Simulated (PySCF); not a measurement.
# How the method moves the HOMO and LUMO of `ClCCB(Cl)Cl`

C2H4BCl3.
Z-matrix (Å and degrees, PBE0-D3(BJ)/def2-SVP geometry), rows numbered from 1:
```
Cl
C   1  1.7900
C   2  1.5124  1  111.57
B   3  1.5639  2  116.35  1   179.26
Cl  4  1.7514  3  120.00  2  -177.27
Cl  4  1.7540  3  122.03  2     2.91
H   2  1.0983  1  106.89  3   122.33
H   2  1.0982  1  106.95  3  -122.43
H   3  1.1056  2  110.33  1   -58.24
H   3  1.1050  2  110.39  1    56.32
```

Basis pcSseg-2 throughout (PySCF), one geometry. The structure is a single PBE0-D3(BJ)/def2-SVP conformer in the gas phase; no vibrational or solvent corrections.

Problem. How do the orbital energies, the gap and the dipole change with the method?

Solution. 
```
method           kind  HOMO (eV)  LUMO (eV)  gap (eV)  μ (D)  SCF cycles
  BLYP            GGA      -6.99      -2.38      4.61   0.81          14
 B97-D            GGA      -7.13      -2.35      4.78   0.78          14
   PBE            GGA      -7.14      -2.56      4.58   0.79          14
  OPBE            GGA      -7.15      -2.43      4.71   0.74          15
  BP86            GGA      -7.24      -2.63      4.61   0.80          14
   KT2            GGA      -7.25      -2.56      4.69   0.80          15
   LDA            LDA      -7.26      -2.81      4.45   0.78          14
   KT3            GGA      -7.27      -2.48      4.78   0.78          15
 B3LYP  global hybrid      -8.28      -1.79      6.49   0.79          13
    HF   Hartree–Fock     -11.86       2.19     14.05   0.76          10
```

The HOMO spans 4.87 eV, from BLYP down to HF, and the gap runs from 4.45 eV (LDA) to 14.05 eV (HF). Over the methods BLYP (0 %), B97-D (0 %), PBE (0 %), OPBE (0 %), BP86 (0 %), KT2 (0 %), LDA (0 %), KT3 (0 %), B3LYP (20 %), HF (100 %), a straight line through the gap against the share of exact exchange rises by 0.94 eV for each 10 % (correlation coefficient 0.999). The dipole ranges from 0.74 D (OPBE) to 0.81 D (BLYP). This basis has no diffuse functions.
